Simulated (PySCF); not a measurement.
Isomers of C6H10O3, from PBE0-D3(BJ)/def2-SVP geometry optimisation, gas phase in PySCF 2.14.0. One conformer each, no zero-point energy, no frequencies.

Task: Which isomer lies lowest at this level?
A. `[CH2:1]=[C:2]([CH3:3])[CH2:4][O:5][C:6](=[O:7])[O:8][CH3:9]` with C1–C2–C4–O5 130°, C2–C4–O5–C6 172°, C4–O5–C6–O7 1°, O5–C6–O8–C9 -179°: A = 4468, B = 742.3, C = 683.7 MHz, dipole 0.68 D
B. `[CH2:1]=[CH:2][O:3][C:4](=[O:5])[CH2:6][O:7][CH2:8][CH3:9]` with C1–C2–O3–C4 179°, C2–O3–C4–O5 1°, O3–C4–C6–O7 -178°, C4–C6–O7–C8 74°, C6–O7–C8–C9 180°: A = 5925, B = 655.5, C = 620.9 MHz, dipole 1.78 D
C. `[CH2:1]=[CH:2][O:3][C:4](=[O:5])[CH2:6][CH2:7][O:8][CH3:9]` with C1–C2–O3–C4 180°, C2–O3–C4–O5 0°, O3–C4–C6–C7 180°, C4–C6–C7–O8 179°, C6–C7–O8–C9 180°: A = 7139, B = 568.9, C = 532.2 MHz, dipole 0.59 D

Result: A. That is `C=C(C)COC(=O)OC`, 15.5 kcal/mol below the next.

```tsv
SMILES	mapped SMILES	E (Eh)	relative (kcal/mol)	relative (kJ/mol)	dipole (D)
C=C(C)COC(=O)OC	[CH2:1]=[C:2]([CH3:3])[CH2:4][O:5][C:6](=[O:7])[O:8][CH3:9]	-459.47828	0.0	0.0	0.68
C=COC(=O)COCC	[CH2:1]=[CH:2][O:3][C:4](=[O:5])[CH2:6][O:7][CH2:8][CH3:9]	-459.45364	15.5	64.7	1.78
C=COC(=O)CCOC	[CH2:1]=[CH:2][O:3][C:4](=[O:5])[CH2:6][CH2:7][O:8][CH3:9]	-459.45325	15.7	65.7	0.59
```
